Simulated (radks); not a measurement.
Question: Spherical quantum dot in the effective-mass picture: electrons in a well V = -V0 / (1 + exp((r - R)/a)) with V0 = 5.32, R = 6, a = 0.52, with a point charge +2 (a donor) at the centre, all in effective atomic units (hartree* = m*/eps^2 hartree, bohr* = eps/m* bohr), one dielectric constant everywhere. Calculated with a radial shooting solver with Libxc functionals: non-relativistic Kohn-Sham, LDA (Slater exchange, Perdew-Wang correlation), spin-polarised, spherical densities. Levels are named by radial order and angular momentum (1s, 1p, 1d, 2s, ...), and open shells are averaged over m. Results are scaled to m* = 0.289 and eps = 14, for which hartree* = 40.12 meV and bohr* = 2.563 nm. At N = 4 the configuration is 1s2 1p(up 1, down 0) 2s(up 1, down 0). Does electron 5 go into 2s down or 1p down or 1p up?

Answer: Into 1p up. The total energies of the other choices lie higher by 0.972 meV (2s down), 1.94 meV (1p down).
